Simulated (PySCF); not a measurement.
Species: C2H6FNSi.
Z-matrix (Å and degrees, PBE0-D3(BJ)/def2-SVP geometry), rows numbered from 1:
```
N 
C   1  1.2681
C   2  1.4980  1  128.13
Si  3  1.8824  2  110.67  1   -97.97
F   4  1.6274  3  108.56  2  -173.34
H   1  1.0278  2  110.32  3    -2.16
H   2  1.1053  1  116.69  3  -177.40
H   3  1.1030  2  111.15  1    22.37
H   3  1.1031  2  110.86  1   142.76
H   4  1.4882  3  110.22  2    68.44
H   4  1.4887  3  110.59  2   -54.83
```

Jobs on this species (11 atoms, 48 electrons) with PySCF (density fitting). Hardware of each: an Intel Xeon at 2.50 GHz with one thread (shared host). The host was shared with other jobs, so the times are rough. Peak memory is the resident size of the whole Python process, interpreter and libraries included.

```tsv
level and settings	work	basis functions	SCF cycles	wall time	peak memory
PBE0-D3(BJ)/def2-SVP, grid level 1	geometry optimisation from a GFN2-xTB start shaken at random	104	?	?	?
delta-SCF UKS PBE, pcX-2 on the ionised atom, pcseg-1 elsewhere, spin-free X2C	ΔSCF core ionisation, 6 holes	146	?	?	?
delta-SCF UKS B3LYP, pcX-2 on the ionised atom, pcseg-1 elsewhere, spin-free X2C	ΔSCF core ionisation, 6 holes	146	?	?	?
delta-SCF UKS PBE0, pcX-2 on the ionised atom, pcseg-1 elsewhere, spin-free X2C	ΔSCF core ionisation, 6 holes	146	91	88 s	0.54 GiB
delta-SCF UKS SCAN, pcX-1 on the ionised atom, pcseg-1 elsewhere, spin-free X2C	ΔSCF core ionisation, 6 holes	126	100	69 s	0.54 GiB
delta-SCF UKS SCAN, pcX-2 on the ionised atom, pcseg-1 elsewhere, spin-free X2C	ΔSCF core ionisation, 6 holes	146	101	76 s	0.47 GiB
delta-SCF UKS SCAN, def2-TZVP on the ionised atom, pcseg-1 elsewhere, spin-free X2C	ΔSCF core ionisation, 6 holes	123	102	78 s	0.54 GiB
delta-SCF UKS SCAN, pcX-2 on the ionised atom, pcseg-1 elsewhere, non-relativistic	ΔSCF core ionisation, 6 holes	146	100	79 s	0.54 GiB
```

Question: Fill in the missing figures.

Answer: 
- PBE0-D3(BJ)/def2-SVP, grid level 1; geometry optimisation from a GFN2-xTB start shaken at random: 69 s, 0.43 GiB, 63 SCF cycles
- delta-SCF UKS PBE, pcX-2 on the ionised atom, pcseg-1 elsewhere, spin-free X2C; ΔSCF core ionisation, 6 holes: 63 s, 0.54 GiB, 98 SCF cycles
- delta-SCF UKS B3LYP, pcX-2 on the ionised atom, pcseg-1 elsewhere, spin-free X2C; ΔSCF core ionisation, 6 holes: 86 s, 0.54 GiB, 92 SCF cycles

Question: What do all jobs in the table cost together?

Answer: About 10 min; the longest takes about 14 % of that, and about 1.4 times as long as the shortest.
